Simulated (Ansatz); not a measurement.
Cartesian coordinates in Å:
```
N -0.9703 1.0969 -0.6070
Al 0.1229 0.1964 0.4340
N 0.8005 -1.3683 0.0074
Cl 0.6472 1.0345 2.2854
H -1.3585 1.9929 -0.3638
H -1.2955 0.8041 -1.5127
H 0.6273 -1.8719 -0.8460
H 1.4264 -1.8846 0.6026
```

The species carries charge 0 and has multiplicity 1.

**Question.** List the PBE0/def2-TZVPP orbital energies in eV (Ansatz). (An estimate is asked.)

**Answer.** The calculation gave: Occupied: -2766.73, -1527.75, -390.56, -390.56, -258.59, -196.84, -196.76, -196.75, -113.62, -73.70, -73.61, -73.53, -23.32, -23.05, -22.21, -13.55, -13.32, -12.75, -11.00, -10.29, -9.18, -8.94, -7.82, -7.26. Lowest empty: -0.08, 0.89, 1.46, 1.70, 2.61, 3.00, 3.21, 4.12.
